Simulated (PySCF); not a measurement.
A structure optimised at B3LYP-D3(BJ)/def2-TZVP, used in a PySCF frequency run:

```xyz
6

B     -1.2988    -0.0545     0.0000
H     -1.8874    -0.0193    -1.0323
H     -1.8874    -0.0193     1.0323
P      0.5516     0.1102     0.0000
H      0.9974    -0.6711    -1.0834
H      0.9974    -0.6711     1.0834
```
Charge 0, spin multiplicity 1.

Question: Write its SMILES, formula and point group.

Answer: BP, BH4P, Cs

Question: What are its rotational constants (standard atomic weights)?

Answer: 88.089, 13.269, 12.214 GHz
